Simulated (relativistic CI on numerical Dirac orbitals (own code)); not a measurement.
Ligand-field terms of d8

Computed with a parametric ligand-field model of a d^n configuration (Racah B and C, spin-orbit zeta, crystal field), exact diagonalisation.

Field parameters in Wybourne normalisation: Oh B⁴₀ = 21Dq, B⁴₄ = √(5/14) B⁴₀. The field is a parameter set, without covalency.

(1) Ground term and bands for B = 440, C = 1860, ζ = 0 cm⁻¹, Oh, 10Dq = 10120 cm⁻¹?

(2) Ground term and bands for B = 440, C = 1860, ζ = 0 cm⁻¹, Oh, 10Dq = 20680 cm⁻¹?

(3) Ground term and bands for B = 440, C = 1860, ζ = 0 cm⁻¹, Oh, 10Dq = 8360 cm⁻¹?

(4) Ground term and bands for B = 440, C = 1860, ζ = 0 cm⁻¹, Oh, 10Dq = 1320 cm⁻¹?

(5) Ground term and bands for B = 440, C = 1860, ζ = 0 cm⁻¹, Oh, 10Dq = 16280 cm⁻¹?

## Answers

(1) Ground term 3A2 with 2.00 electrons in the two orbitals of the cubic e set. Spin-allowed: 3T2 10120 cm⁻¹ (988 nm), 3T1 14423 cm⁻¹ (693 nm), 3T1 22537 cm⁻¹ (444 nm). Lowest spin-forbidden: 1E 7128 cm⁻¹ (1403 nm), 1A1 12663 cm⁻¹ (790 nm), 1T2 17144 cm⁻¹ (583 nm). With an A2 ground term the first spin-allowed band lies at |10Dq| itself.

(2) Ground term 3A2 with 2.00 electrons in the two orbitals of the cubic e set. Spin-allowed: 3T2 20680 cm⁻¹ (484 nm), 3T1 25553 cm⁻¹ (391 nm), 3T1 43087 cm⁻¹ (232 nm). Lowest spin-forbidden: 1E 7184 cm⁻¹ (1392 nm), 1A1 13481 cm⁻¹ (742 nm), 1T2 27811 cm⁻¹ (360 nm). With an A2 ground term the first spin-allowed band lies at |10Dq| itself.

(3) Ground term 3A2 with 2.00 electrons in the two orbitals of the cubic e set. Spin-allowed: 3T2 8360 cm⁻¹ (1196 nm), 3T1 12403 cm⁻¹ (806 nm), 3T1 19277 cm⁻¹ (519 nm). Lowest spin-forbidden: 1E 7106 cm⁻¹ (1407 nm), 1A1 12390 cm⁻¹ (807 nm), 1T2 15343 cm⁻¹ (652 nm). With an A2 ground term the first spin-allowed band lies at |10Dq| itself.

(4) Ground term 3A2 with 2.00 electrons in the two orbitals of the cubic e set. Spin-allowed: 3T2 1320 cm⁻¹, 3T1 2328 cm⁻¹, 3T1 8232 cm⁻¹ (1215 nm). Lowest spin-forbidden: 1E 6613 cm⁻¹ (1512 nm), 1T2 7680 cm⁻¹ (1302 nm), 1A1 9939 cm⁻¹ (1006 nm). With an A2 ground term the first spin-allowed band lies at |10Dq| itself.

(5) Ground term 3A2 with 2.00 electrons in the two orbitals of the cubic e set. Spin-allowed: 3T2 16280 cm⁻¹ (614 nm), 3T1 21018 cm⁻¹ (476 nm), 3T1 34422 cm⁻¹ (291 nm). Lowest spin-forbidden: 1E 7170 cm⁻¹ (1395 nm), 1A1 13247 cm⁻¹ (755 nm), 1T2 23382 cm⁻¹ (428 nm). With an A2 ground term the first spin-allowed band lies at |10Dq| itself.
